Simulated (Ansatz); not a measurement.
`C[B](C)[GaH2]` + `N#CO` → `N#C[O][GaH2]` + `CBC` at 298.15 K and 1 bar (cleavage of the Ga–B bond).

Gas-phase electronic energies from Ansatz, PBE0-D4/def2-TZVP geometries. CCSD(T)/CBS is the MP2 limit (def2-TZVPP, def2-QZVPP) plus CCSD(T) − MP2 in def2-TZVPP, frozen cores. This one scheme is used for every species. For Ga outer-core shells are correlated without core-valence functions, which leaves a few kJ/mol of doubt a bond. Scalar relativity is left out up to krypton. Each species was taken in one conformer, which may not be the lowest.

| species | CCSD(T)/CBS energy (Eh) | H − E (kJ/mol) | S (J/(mol·K)) |
| --- | --- | --- | --- |
| `C[B](C)[GaH2]` | -2029.63136 | 257.1 | 352.7 |
| `N#CO` | -168.48100 | 68.5 | 241.1 |
| `N#C[O][GaH2]` | -2093.04540 | 84.9 | 310.0 |
| `CBC` | -105.11307 | 238.0 | 286.3 |

H − E and S are ideal-gas, rigid-rotor, harmonic terms from PBE0-D4/def2-TZVP, for one conformer and one mirror image of each species. 1 Eh = 2625.50 kJ/mol, R = 8.31446 J/(mol·K).

Question: By hand: ΔE, ΔH, ΔS and ΔG.

Answer: ΔE = (-2093.04540) + (-105.11307) − (-2029.63136) − (-168.48100) = -0.04611 Eh = -121.1 kJ/mol. Δ(H − E) = 84.9 + 238.0 − 257.1 − 68.5 = -2.7, so ΔH = -123.8 kJ/mol. ΔS = 310.0 + 286.3 − 352.7 − 241.1 = 2.5 J/(mol·K). ΔG = -123.8 − 298.15 × (2.5)/1000 = -124.5 kJ/mol.

Question: By hand: the equilibrium constant, and the temperature at which ΔG would vanish if ΔH and ΔS stayed fixed.

Answer: log₁₀ K = −ΔG/(RT ln 10) = 21.8. ΔH and −TΔS have one sign here, so there is no such temperature. One of them is within its doubt of zero, so this could turn.

The number of gas molecules stays the same, so ΔS is small and ΔH decides. A doubt of 5 kJ/mol in ΔE shifts log₁₀ K by 0.9 here. Other conformers and mirror images would add mixing entropy, several J/(mol·K) or more a flexible species. These are equilibria of isolated gas molecules and say nothing of rates. Largest T1 diagnostic: 0.015 (customary marks: 0.02 for closed shells, 0.045 for open ones).
